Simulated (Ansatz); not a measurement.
Input file for Ansatz (a quantum-chemistry and plane-wave program): U-CCSD(T)/cc-pV(D+d)Z on CH4Si (SMILES C=[SiH2]), a point of a bond scan (R = 3.402 Å). Files ending in .json are basis or fitting sets from the Basis Set Exchange.

Ansatz 0.2 input:
```yaml
crystal:
  periodic: [false, false, false]
  atoms:
    - {symbol: C, position_ang: [-1.15067768, -0.05472828, -0.00632374]}
    - {symbol: Si, position_ang: [2.24720896, 0.10688126, 0.01234992]}
    - {symbol: H, position_ang: [-1.77056886, 0.83033249, -0.06777878]}
    - {symbol: H, position_ang: [-1.68440972, -0.99465742, 0.04879136]}
    - {symbol: H, position_ang: [3.09898592, -1.09196051, 0.09569579]}
    - {symbol: H, position_ang: [2.98222646, 1.38119379, -0.06227546]}
basis:
  gaussian:
    orbitals: cc-pV_D+d_Z.json
correlation: {method: ccsd_t, electrons: outside_noble_gas}
scf: {omitted_lower_state_checks: [cluster_reference]}
magnetization: {spin_polarized: true, initial_magnetization: 0}
```

The head of its log:

```
WARN ansatz: RAYON_NUM_THREADS=1 ignored (pool sized by the plan → 1); use --threads N
Functional definition: HF
these checks for a lower state are left out or cut short: cluster_reference
integrals: 0.04 GiB planned
561 factors; integrals over basis functions are off by at most 1.4e-3 eV
mean field: 0.11 GiB planned
mean field evaluation 1: about -8932.4934 eV, gradient 3.4e1 eV
mean field evaluation 2: about -8932.4936 eV, gradient 3.4e1 eV
mean field evaluation 4: about -8943.4536 eV, gradient 1.2e1 eV
mean field evaluation 8: about -8946.4351 eV, gradient 7.4e-1 eV
mean field evaluation 16: about -8946.8692 eV, gradient 2.7e0 eV
mean field evaluation 32: about -8948.8764 eV, gradient 8.9e-1 eV
mean field evaluation 64: about -8942.5723 eV, gradient 2.3e1 eV
mean field evaluation 96: about -8944.6220 eV, gradient 3.9e0 eV
mean field evaluation 128: about -8945.8463 eV, gradient 2.9e0 eV
mean field -8950.90872501 eV, -328.9398285002 hartree, gradient 2.3e-6 eV, S^2 1.948339; 10 other end points of the search recorded, 0 dependent functions left out
6 core orbitals not correlated
reference -8950.90872501 eV, -328.9398285002 hartree; 6, 6 occupied and 45, 45 virtual orbitals, 561 factors
```

Q: Predict the final total energy.

A: -329.1548 hartree (reference determinant -328.9398, T1 diagnostic 0.019). Its determinant has ⟨S²⟩ = 1.95, a mixture of spin states.
